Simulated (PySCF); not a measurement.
# C₆ coefficients of unlike pairs at PBE

Calculated with PySCF 2.14 from the dipole response of each species, C₆(A,B) = (3/π) ∫ α_A(iu) α_B(iu) du, in atomic units, from isotropic polarisabilities. For ions this is the dispersion term alone; charge-induced terms of lower order in 1/R come first.

| species | configuration | basis | relativity | α (bohr³) | C₆ (like pair) |
| --- | --- | --- | --- | --- | --- |
| F³⁺ | [He] 2s2 2p2 (3P) | aug-cc-pCVTZ-DK (7s6p4d2f) | spin-free X2C | 0.9354 | 0.8471 |
| Cu²⁺ | [Ar] 3d9 (2D) | aug-cc-pVDZ-DK (7s6p4d2f) | spin-free X2C | 3.132 | 8.457 |
| B²⁺ | [He] 2s1 (2S) | aug-cc-pCVQZ-DK (9s8p6d4f2g) | spin-free X2C | 6.972 | 9.255 |
| Cl⁺ | [Ne] 3s2 3p4 (3P) | aug-cc-pVQZ-DK (7s6p4d3f2g) | spin-free X2C | 8.789 | 41.75 |

(1) Estimate C₆ for Cl⁺ with F³⁺.

No spin-orbit coupling is included.

The other pairs:

```csv
pair,C₆
"B²⁺, Cu²⁺",6.880
"Cl⁺, Cu²⁺",17.83
"Cl⁺, B²⁺",17.58
"Cu²⁺, F³⁺",2.675
"B²⁺, F³⁺",2.129
```

Results:

(1) The integral gives 5.614. The combination rule 2 C_A C_B / (C_A α_B/α_A + C_B α_A/α_B) gives 5.703 and the geometric mean 5.947.
